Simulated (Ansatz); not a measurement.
Cartesian coordinates (Å):
```xyz
9

Nb    -0.0217     0.1560     0.0266
Cl     0.9074    -1.9349    -0.2045
Cl    -1.9024    -0.4776    -1.1999
Cl    -1.2730     0.8405     1.8205
Cl     1.9559     1.0096     0.9252
C      0.3287     1.5826    -1.5576
H     -0.5669     1.7628    -2.1798
H      1.1199     1.1010    -2.1784
H      0.7319     2.5310    -1.1508
```
Charge 0, multiplicity 1.

Computed with frozen-core CCSD(T)/def2-TZVPP // BP86-D3(BJ)/def2-SVP in Ansatz (a quantum-chemistry and plane-wave program).

The HF energy is -1934.25981 Ha and the MP2 correlation energy comes out as -1.41619 Ha.

### Question
Estimate the CCSD correlation energy, the (T) correction, the total energy and the T1 diagnostic.

### Answer

* **CCSD correlation energy**: -1.45463 Ha
* **(T) correction**: -0.07994 Ha
* **CCSD(T) total energy**: -1935.79439 Ha
* **T1 diagnostic**: 0.021
